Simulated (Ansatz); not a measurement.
```yaml
crystal:
  periodic: [false, false, false]
  atoms:
    - {symbol: P, position_ang: [-0.869548, 0.375109, -0.997934]}
    - {symbol: O, position_ang: [-0.354067, 0.030677, 0.199481]}
    - {symbol: Sb, position_ang: [1.506300, 0.105563, 0.426281]}
    - {symbol: H, position_ang: [-1.587661, -0.729424, -1.514834]}
    - {symbol: H, position_ang: [-1.965417, 1.227358, -1.148636]}
    - {symbol: H, position_ang: [1.048097, 0.576788, 1.994719]}
    - {symbol: H, position_ang: [1.765025, -1.744926, 1.030786]}
basis:
  gaussian: {orbitals: def2-mTZVP, point_charges: [{charge: 1.00, position_ang: [6.249, 0.644, 0.539]}]}
magnetization: {spin_polarized: true, initial_magnetization: 1}
hamiltonian: {xc: {name: HF}}
correlation: {method: bccd_t}
accuracy: high
scf: {lower_state_search: off}
```

```sh
$ ansatz run in.yaml --threads 2 --pin off --events-out ev --progress --plain --max-ram 4352MiB
```

Output, abridged:

```
Error: a molecule whose nuclei and cores have a total charge of 50 cannot have a net charge of 0 together with 1 unpaired electrons
```

In this input the number of unpaired electrons doesn't fit the electron count. The input was rejected before any iteration.
